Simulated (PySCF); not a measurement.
Species: C6H6O2.
Bonds: C1–C2, C2–O3 (double), C2–C4, C4–C5 (aromatic), C5–C6 (aromatic), C6–C7 (aromatic), C7–O8 (aromatic), C4–O8 (aromatic). Hydrogens: H9, H10, H11 on C1; H12 on C5; H13 on C6; H14 on C7.

Computed, not measured: TDDFT B3LYP/def2-SVPD, vertical, gas phase, core orbitals frozen in the response in PySCF. Isolated species at its PBE0-D3(BJ)/def2-SVP geometry (one conformer only). Torsions of this conformer, `[CH3:1][C:2](=[O:3])[c:4]1[cH:5][cH:6][cH:7][o:8]1`: C1–C2–C4–C5 180°.

Computed states:

```json
{"state": "S1", "E (eV)": "3.87", "f": "0.0001"}
{"state": "S2", "E (eV)": "4.93", "f": "0.338"}
{"state": "S3", "E (eV)": "5.83", "f": "0.020"}
{"state": "S4", "E (eV)": "6.45", "f": "0.0030"}
{"state": "S5", "E (eV)": "6.62", "f": "0.0002"}
{"state": "S6", "E (eV)": "6.81", "f": "0.0082"}
{"state": "S7", "E (eV)": "6.88", "f": "0.108"}
{"state": "S8", "E (eV)": "7.07", "f": "0.0083"}
{"state": "S9", "E (eV)": "7.33", "f": "0.0049"}
{"state": "S10", "E (eV)": "7.50", "f": "0.0003"}
```

Each state is given a Gaussian of 0.25 eV full width at half maximum, with ε(max) = 2.175×10⁸ f / Δν̃ (Δν̃ the width in cm⁻¹). The cross-section is σ = 3.8235×10⁻²¹ ε cm², given in Mb (10⁻¹⁸ cm²). The width is an assumption, not a result. The curve ends short of the highest state used, and states not computed would add to its high-energy end.

(1) What does the envelope look like, and where are its maxima?

(2) On this curve, what absorbance would a 10⁻⁴ mol/L sample give at 248 nm over a 1 cm path?

(3) Coming from long wavelengths, where does ε first pass 100 L mol⁻¹ cm⁻¹?

Results:

(1) 
E (eV), σ (Mb) and a bar:
```
     3.49       0.00 
     3.64       0.00 
     3.79       0.04 
     3.94       0.04 
     4.08       0.01 
     4.23       0.00 
     4.38       0.00 
     4.53       0.12 
     4.68       8.88 ##
     4.83      90.05 #####################
     4.97     129.25 ##############################
     5.12      27.64 ######
     5.27       0.80 
     5.42       0.01 
     5.57       0.40 
     5.72       4.75 #
     5.86       7.94 ##
     6.01       2.00 
     6.16       0.09 
     6.31       0.49 
     6.46       1.28 
     6.60       2.24 #
     6.75      23.02 #####
     6.90      47.32 ###########
```

Maxima: 321 nm (3.87 eV), ε about 12, made up of S1 (100%); 252 nm (4.93 eV), ε about 36000, made up of S2 (100%); 213 nm (5.83 eV), ε about 2200, made up of S3 (100%); 192 nm (6.47 eV), ε about 330, made up of S4 (94%) (hardly more than a shoulder); 180 nm (6.88 eV), ε about 13000, made up of S7 (93%) (ε in L mol⁻¹ cm⁻¹; maxima over ε = 5, shares over 10%).

(2) 248 nm is 4.999 eV, where ε is about 29000 L mol⁻¹ cm⁻¹, so A = ε c l ≈ 2.9 (Beer–Lambert, with the gas-phase spectrum and the assumed width).

(3) At about 272 nm (4.56 eV), 0.70 eV above S1.

All these states lie below the vertical ionisation energy of 9.12 eV (ΔSCF).
